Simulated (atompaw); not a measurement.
# Plane-wave convergence, PAW (atompaw) potential for Tc

atompaw 4.2.0.5 input, output lines left out:

```
Tc 43
GGA-PBE scalarrelativistic loggrid 1500 logderivrange -7 5 301
5 5 4 0 0 0
5 0 1.5
5 1 0
4 2 5.5
0 0 0
c
c
c
v
v
c
c
v
v
c
v
2
1.95 1.62 1.30 1.75
n
n
y
-0.05
n
custom polynom gramschmidtortho besselshape
bessel
1.95
1.95
1.60
1.95
1.95
1.95
```

The pseudo-atom Hamiltonian at the reference potential is diagonalised in spherical Bessel functions j_l(qr) that vanish at 20 bohr, with q² up to the cutoff. All-electron valence levels (Ry): 4s -5.2766, 5s -0.3378, 4p -3.2218, 5p -0.0868, 4d -0.4058.

Problem. How do the lowest levels (Ry) of each channel move with the cutoff, and are there ghosts?

Solution.

| cutoff (Ry) | s #1 | s #2 | s #3 | p #1 | p #2 | p #3 | d #1 | d #2 | f #1 | f #2 | Σ f·Δε (mRy) |
| --- | --- | --- | --- | --- | --- | --- | --- | --- | --- | --- | --- |
| 8 | -5.1687 | -0.3210 | 0.0070 | -0.3111 | 0.0150 | 0.1075 | -0.0292 | 0.0682 | 0.1073 | 0.2271 | 19776.2 |
| 10 | -5.2440 | -0.3324 | 0.0057 | -0.6732 | -0.0286 | 0.0684 | -0.1295 | 0.0610 | 0.1073 | 0.2270 | 16884.5 |
| 15 | -5.2749 | -0.3375 | 0.0052 | -2.8592 | -0.0856 | 0.0495 | -0.3305 | 0.0567 | 0.1073 | 0.2270 | 2593.0 |
| 18 | -5.2755 | -0.3376 | 0.0052 | -3.1149 | -0.0866 | 0.0492 | -0.3909 | 0.0560 | 0.1073 | 0.2270 | 726.1 |
| 25 | -5.2761 | -0.3377 | 0.0052 | -3.2189 | -0.0867 | 0.0492 | -0.4045 | 0.0559 | 0.1073 | 0.2270 | 26.1 |
| 30 | -5.2764 | -0.3378 | 0.0051 | -3.2204 | -0.0867 | 0.0492 | -0.4047 | 0.0559 | 0.1073 | 0.2270 | 14.9 |
| 35 | -5.2765 | -0.3378 | 0.0051 | -3.2206 | -0.0868 | 0.0492 | -0.4051 | 0.0559 | 0.1073 | 0.2270 | 11.6 |
| 45 | -5.2765 | -0.3378 | 0.0051 | -3.2215 | -0.0868 | 0.0492 | -0.4057 | 0.0559 | 0.1073 | 0.2270 | 2.7 |
| 50 | -5.2766 | -0.3378 | 0.0051 | -3.2217 | -0.0868 | 0.0492 | -0.4057 | 0.0559 | 0.1073 | 0.2270 | 1.2 |
| 60 | -5.2766 | -0.3378 | 0.0051 | -3.2218 | -0.0868 | 0.0492 | -0.4057 | 0.0559 | 0.1073 | 0.2270 | 0.6 |
| 70 | -5.2766 | -0.3378 | 0.0051 | -3.2218 | -0.0868 | 0.0492 | -0.4058 | 0.0559 | 0.1073 | 0.2270 | 0.4 |
| 400 | -5.2766 | -0.3378 | 0.0051 | -3.2218 | -0.0868 | 0.0492 | -0.4058 | 0.0559 | 0.1073 | 0.2270 | 0.0 |

Result: no extra level below or beside the all-electron valence levels (s, p, d, f tested); 10 mRy is reached at 40 Ry and 1 mRy at 55 Ry.
